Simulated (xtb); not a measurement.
C3H10Si (SMILES C[SiH](C)C), singlet, from a rough starting geometry; GFN2-xTB in xtb 6.7.1.

The xtb input:
```
$ xtb mol.xyz --gfn 2 --opt vtight --json

# file mol.xyz
14

Si     0.00691655     0.20310704     0.47050325
C     -0.88191327     1.34903303    -0.64283350
C      1.78292764    -0.11160362    -0.28329266
C     -0.90033107    -1.43024450     0.63578502
H      0.19172660     0.90305701     1.74904535
H     -1.06634965     0.95564754    -1.62437229
H     -1.89183213     1.57866636    -0.30116178
H     -0.47093438     2.31890203    -0.85294556
H      2.41280277    -0.71157307     0.34670329
H      1.72114424    -0.55317671    -1.28722416
H      2.36672758     0.78388332    -0.45671180
H     -1.00197710    -1.90925640    -0.25024255
H     -1.86161841    -1.23532676     1.06680463
H     -0.32365030    -2.08731042     1.26783527
```

The log (banner, timings and long lists left out):

```
   ID    Z sym.   atoms
    1   14 Si     1
    2    6 C      2-4
    3    1 H      5-14

           -------------------------------------------------
          |                Calculation Setup                |
           -------------------------------------------------

           -------------------------------------------------
          |                 G F N 2 - x T B                 |
           -------------------------------------------------

          ...................................................
          :                      SETUP                      :
          :.................................................:
          :  # basis functions                  32          :
          :  # atomic orbitals                  31          :
          :  # shells                           19          :
          :  # electrons                        26          :
          :  max. iterations                   250          :
          :  Hamiltonian                  GFN2-xTB          :
          :  restarted?                      false          :
          :  GBSA solvation                  false          :
          :  PC potential                    false          :
          :  electronic temp.          300.0000000     K    :
          :  accuracy                    1.0000000          :
          :  -> integral cutoff          0.2500000E+02      :
          :  -> integral neglect         0.1000000E-07      :
          :  -> SCF convergence          0.1000000E-05 Eh   :
          :  -> wf. convergence          0.1000000E-03 e    :
          :  Broyden damping             0.4000000          :
          :  net charge                          0          :
          :  unpaired electrons                  0          :
          ...................................................

 iter      E             dE          RMSdq      gap      omega  full diag
   1    -13.3618855 -0.133619E+02  0.402E+00    7.47       0.0  T
   2    -13.4359125 -0.740270E-01  0.155E+00    6.31       1.0  T
   3    -13.4401265 -0.421395E-02  0.167E+00    6.93       1.0  T
   4    -13.4458148 -0.568830E-02  0.816E-01    6.75       1.0  T
   5    -13.4462221 -0.407375E-03  0.347E-01    6.71       1.0  T
   6    -13.4463868 -0.164677E-03  0.586E-02    6.66       1.0  T
   7    -13.4463873 -0.502329E-06  0.283E-02    6.66       1.0  T
   8    -13.4463881 -0.799773E-06  0.741E-03    6.66       3.6  T
   9    -13.4463880  0.992478E-07  0.607E-03    6.66       4.4  T
[...]
         :: total energy             -13.218772981635 Eh    ::
 * total energy  :   -13.2187730 Eh     change       -0.7749890E-10 Eh
 * total energy  :   -13.2302970 Eh     change       -0.1152400E-01 Eh
 * total energy  :   -13.2313098 Eh     change       -0.1012854E-02 Eh
 * total energy  :   -13.2313720 Eh     change       -0.6212657E-04 Eh
 * total energy  :   -13.2313815 Eh     change       -0.9499763E-05 Eh
 * total energy  :   -13.2313831 Eh     change       -0.1677797E-05 Eh
 * total energy  :   -13.2313837 Eh     change       -0.5187874E-06 Eh
 * total energy  :   -13.2313838 Eh     change       -0.1560486E-06 Eh
 * total energy  :   -13.2313839 Eh     change       -0.4215497E-07 Eh
   *** GEOMETRY OPTIMIZATION CONVERGED AFTER 9 ITERATIONS ***
         :: total energy             -13.231383857325 Eh    ::
[...]
    14   1 H        0.925     0.023     2.682     2.561

 Mol. C6AA /au·bohr⁶  :       1730.523680
 Mol. C8AA /au·bohr⁸  :      49268.456769
 Mol. α(0) /au        :         67.243138

Wiberg/Mayer (AO) data.
largest (>0.10) Wiberg bond orders for each atom

 ---------------------------------------------------------------------------
     #   Z sym  total        # sym  WBO       # sym  WBO       # sym  WBO
 ---------------------------------------------------------------------------
     1  14 Si   3.650 --     3 C    0.903     2 C    0.903     4 C    0.903
                             5 H    0.884
     2   6 C    3.978 --     8 H    0.992     7 H    0.992     6 H    0.987
                             1 Si   0.903
     3   6 C    3.978 --    11 H    0.992     9 H    0.992    10 H    0.987
                             1 Si   0.903
     4   6 C    3.978 --    13 H    0.992    14 H    0.992    12 H    0.987
                             1 Si   0.903
     5   1 H    0.992 --     1 Si   0.884
     6   1 H    0.999 --     2 C    0.987
     7   1 H    0.999 --     2 C    0.992
     8   1 H    0.999 --     2 C    0.992
     9   1 H    0.999 --     3 C    0.992
    10   1 H    0.999 --     3 C    0.987
    11   1 H    0.999 --     3 C    0.992
    12   1 H    0.999 --     4 C    0.987
    13   1 H    0.999 --     4 C    0.992
    14   1 H    0.999 --     4 C    0.992
 ---------------------------------------------------------------------------

Topologies differ in total number of bonds
Writing topology from bond orders to xtbtopo.mol

molecular dipole:
                 x           y           z       tot (Debye)
 q only:        0.011       0.048       0.099
   full:       -0.016      -0.065      -0.133       0.378
molecular quadrupole (traceless):
                xx          xy          yy          xz          yz          zz
 q only:       -0.515       0.074      -0.229       0.153       0.624       0.744
  q+dip:       -0.285       0.039      -0.130       0.081       0.341       0.415
   full:        0.144      -0.022       0.062      -0.045      -0.177      -0.206

optimized geometry written to: xtbopt.xyz

           -------------------------------------------------
          | TOTAL ENERGY              -13.231383857325 Eh   |
          | GRADIENT NORM               0.000040863280 Eh/α |
          | HOMO-LUMO GAP               6.870678898363 eV   |
           -------------------------------------------------

normal termination of xtb
```
